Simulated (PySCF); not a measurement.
# How methods differ on the excitation energy of C

C [He] 2s2 2p2 (3P) → C [He] 2s1 2p2 3d1 (high-spin determinant), as a difference of total energies. Computed with PySCF 2.14 in aug-cc-pVTZ with one added diffuse shell each of s, p, d, f type (6s5p4d3f, 62 functions), with no relativity, point nucleus. Correlated levels: valence: 1s2 frozen. The calculations carry no spin-orbit coupling.

```csv
method,excitation energy (eV)
UHF,13.230
LDA,14.931
PBE,14.676
PBE0,14.675
r2SCAN,14.485
BLYP,15.084
wB97M-V,15.430
B3LYP,15.121
TPSSh,14.972
MP2 (valence),14.713
SCS-MP2 (valence),15.021
```

How much does correlation contribute at MP2 (valence)?

14.713 − (13.230) = 1.483 eV, measured against UHF.

The upper state lies above the first ionisation limit, but in LS coupling its spin forbids autoionisation to the ground ion. A Rydberg-like electron needs more diffuse functions than a valence basis has.

The promoted electron is Rydberg-like, and one or two diffuse shells describe it only roughly, which tends to raise the upper state.

The determinant of the upper state mixes LS terms, which raises its energy above the lowest term, most at the Hartree-Fock and MP2 levels.
